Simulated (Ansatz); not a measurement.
GeH2ClF3, singlet: at the end structure of a reaction step.

in.yaml

```yaml
crystal:
  periodic: [false, false, false]
  atoms:
    - {symbol: Ge, position_ang: [-0.285358, 0.843537, 0.317882]}
    - {symbol: Cl, position_ang: [1.528145, -1.966615, -1.028110]}
    - {symbol: F, position_ang: [-0.614492, 1.188629, -1.319157]}
    - {symbol: F, position_ang: [-0.941508, -0.717174, 0.607670]}
    - {symbol: F, position_ang: [-1.254288, 1.910836, 1.233244]}
    - {symbol: H, position_ang: [0.386623, -2.201577, -0.491596]}
    - {symbol: H, position_ang: [1.180879, 0.942365, 0.680167]}
basis:
  gaussian: {orbitals: def2-SVP}
hamiltonian: {xc: lda}
```

Command:

```bash
ansatz run in.yaml --threads 8 --pin off --events-out ev --progress --plain --max-ram 19148MiB
```

Output of Ansatz 0.2.0:

```
Functional definition: SPW92
  name "SPW92"
  cite "Dirac, Proc. Camb. Phil. Soc. 26, 376 (1930) doi:10.1017/S0305004100016108"
  cite "Slater, Phys. Rev. 81, 385 (1951) doi:10.1103/PhysRev.81.385"
  cite "Perdew & Wang, Phys. Rev. B 45, 13244 (1992) doi:10.1103/PhysRevB.45.13244"
  exchange = slater_x
  correlation = pw_c
1106 factors; their error is unknown
mean field evaluation 1: about -77026.4960 eV, gradient 5.5e1 eV
mean field evaluation 2: about -77009.1971 eV, gradient 1.2e2 eV
mean field evaluation 4: about -77030.8186 eV, gradient 3.3e0 eV
mean field evaluation 8: about -77030.7620 eV, gradient 8.2e-2 eV
mean field evaluation 16: about -77030.7620 eV, gradient 3.6e-5 eV
mean field -77030.76197189 eV, -2830.8282891411 hartree, gradient 3.6e-5 eV, S^2 0.000000; 0 other end points of the search recorded, 0 dependent functions left out
reference -77030.76200177 eV, -2830.8282902394 hartree; 39, 39 occupied and 63, 63 virtual orbitals, 1106 factors
Total energy: -77030.76200177 eV, -2830.8282902394 hartree
```

Hardware: 8 CPU threads of an Intel Xeon Platinum 8488C, shared host. Wall time about 0.25 s.
